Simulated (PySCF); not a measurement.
# Where the electron goes

2-(methylthio)benzonitrile, C8H7NS.
Geometry (PBE0-D3(BJ)/def2-SVP, Å), atoms numbered from 1 in this order:
```xyz
17
C8H7NS angstrom
C      2.8335    0.3438   -0.1638
S      1.8380   -0.1638    1.2627
C      0.2077   -0.2852    0.5844
C     -0.4790   -1.4942    0.7333
C     -1.7873   -1.6359    0.2778
C     -2.4304   -0.5730   -0.3549
C     -1.7680    0.6386   -0.5105
C     -0.4600    0.7975   -0.0290
C      0.1675    2.0779   -0.1492
N      0.6596    3.1217   -0.2650
H      3.8770    0.2581    0.1704
H      2.6387    1.3834   -0.4585
H      2.6736   -0.3370   -1.0111
H      0.0383   -2.3322    1.2052
H     -2.3020   -2.5911    0.4048
H     -3.4513   -0.6860   -0.7250
H     -2.2605    1.4856   -0.9918
```

Method: TDDFT PBE0/def2-SVPD, vertical, gas phase, core orbitals frozen in the response in PySCF 2.14.0, density-fitted response routines.

Frontier orbitals with the atoms that hold most of them (Löwdin shares over 4%, at most four atoms; ? is withheld):

```tsv
orbital	ε (eV)	atoms
HOMO-3	-9.46	S2 27%, N10 16%, C9 11%, C3 10%
HOMO-2	-8.26	C3 19%, S2 18%, C6 15%, C7 14%
HOMO-1	-7.95	?
HOMO	-6.78	?
LUMO	-1.86	C5 17%, C8 16%, C3 13%, N10 12%
LUMO+1	-1.13	C4 20%, C7 19%, C6 17%, C3 15%
LUMO+2	0.43	S2 25%, C5 10%, C6 10%, H15 8%
```

**Question.** Give the leading atoms of the HOMO.

**Answer.** S2 (bonded to 2 C) 58%; C3 (bonded to 2 C and S) 9%; C1 (bonded to S and 3 H) 9%; C6 (bonded to 2 C and H) 5%. By element: sulfur 58%, carbon 23% or more.

**Question.** Give the leading atoms of the HOMO-1.

**Answer.** C5 (bonded to 2 C and H) 19%; C8 (bonded to 3 C) 17%; N10 (bonded to C) 15%; C4 (bonded to 2 C and H) 11%. By element: carbon 48% or more, nitrogen 15%.

**Question.** The HOMO–LUMO gap is 4.91 eV. Where does the response calculation put the lowest singlet, and from which orbitals?

**Answer.** S1 is at 3.88 eV (f = 0.038), 1.03 eV below the gap, made of HOMO→LUMO (97%). 

**Question.** One configuration dominates each of S1, S2 and S4. Which, and how do the shares of the two leading atoms of either orbital change from the occupied to the empty one?

**Answer.** 
- S1 (3.88 eV, f 0.038), HOMO→LUMO (97%): S2 58% → at most 12%, C3 9% → 13%, C5 at most 5% → 17%, C8 at most 5% → 16%
- S2 (4.58 eV, f 0.031), HOMO→LUMO+1 (91%): S2 58% → at most 16%, C3 9% → 15%, C4 at most 5% → 20%, C7 at most 5% → 19%
- S4 (5.50 eV, f 0.160), HOMO-1→LUMO (80%): C5 19% → 17%, C8 17% → 16%

One conformer stands for the species.
